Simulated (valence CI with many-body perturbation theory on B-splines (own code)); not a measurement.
# Assign the levels of Co VII

Calculated by relativistic CI+MBPT: three valence electrons over a frozen Dirac-Fock core [Ar], radial functions for each j: 9 s, 9 p, 10 d, 8 f, 5 g, 3 h, 1 i, with the one-electron correlation potential Σ1, the two-electron term Σ2, the three-electron term Σ3, Breit, model QED; selected CI, second order for the rest, scaled by the run's own slope (own B-spline code, finite nucleus).

Set against measurement, 6 paired levels are off by 282 cm⁻¹ on average, the worst by 613. These come from a selection out of Sugar and Corliss, J. Phys. Chem. Ref. Data 10, 1097 (1981). Levels without a partner in it may be off by more, other configurations by 1,000 to 8,000 cm⁻¹. The list stops below the first excitations out of the core. Only levels of the ground parity were solved; by the run's estimate the other parity begins above the list, which can be wrong where configurations are misplaced.

```
No.     J  Parity  E (cm⁻¹)      g
  1   3/2    even       0.0  0.399
  2   5/2    even       702  1.028
  3   7/2    even      1623  1.238
  4   9/2    even      2719  1.333
  5   1/2    even     21609  2.643
  6   3/2    even     21847  1.718
  7   5/2    even     22800  1.599
  8   7/2    even     22969  0.889
  9   9/2    even     23872  1.105
 11   1/2    even     30354  0.693
 12   9/2    even     31585  0.915
 13  11/2    even     32182  1.090
 14   5/2    even     32873  1.201
 16   7/2    even     52056  1.142
```

Energies count from the lowest level. Strongly mixed levels and levels close to another of their J and parity are left out, so the numbers can have gaps.

Give configuration and LS term of each level.

1: 3d3 4F; 2: 3d3 4F; 3: 3d3 4F; 4: 3d3 4F; 5: 3d3 4P; 6: 3d3 4P; 7: 3d3 4P; 8: 3d3 2G; 9: 3d3 2G; 11: 3d3 2P; 12: 3d3 2H; 13: 3d3 2H; 14: 3d3 2D; 16: 3d3 2F.
